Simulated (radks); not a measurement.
The chromium ion Cr2+ inside a hard spherical wall (all orbitals vanish at R), configuration held at [Ar] 3d4 and not refilled when levels cross. All-electron calculation, non-relativistic Kohn-Sham, PBE, spin-unpolarised, spherical densities, point nucleus. Program: a radial shooting solver on a logarithmic mesh with Libxc functionals. Eigenvalues in eV, with the zero of energy where the potential of the charges vanishes at infinity; a dash marks a level that is unbound or too diffuse for the functional's potential to be trusted. A positive occupied level is held by the wall or, in an anion where self-interaction has pushed it up, behind a barrier. The pressure on the wall is -dE/dV.

R (bohr)  E (hartree)  kinetic (hartree)    e(2p)    e(3s)    e(3p)    e(3d)  e(4s, empty)  e(4p, empty)  pressure (GPa)
free      -1043.18795           1042.335  -580.50  -93.714  -66.169  -23.000       -18.457       -13.402               0
20        -1043.18795           1042.335  -580.50  -93.714  -66.169  -23.000       -18.457       -13.402        < 0.0001
15        -1043.18795           1042.335  -580.50  -93.714  -66.169  -23.000       -18.457       -13.402        < 0.0001
10        -1043.18795           1042.335  -580.50  -93.714  -66.169  -23.000       -18.457       -13.401        < 0.0001
8         -1043.18794           1042.335  -580.50  -93.713  -66.168  -23.000       -18.452       -13.371        0.000355
4         -1043.16538           1042.493  -579.49  -92.895  -65.376  -22.154       -14.854        -7.491            6.70
3         -1043.00604           1043.350  -575.73  -90.124  -62.654  -18.880        -2.184         8.389             105
2.5       -1042.59917           1045.414  -569.56  -85.933  -58.352  -13.474        18.233        31.496             553
1.5       -1032.45930           1084.789  -504.38  -35.733   -4.679   45.915        234.59        247.96           37000
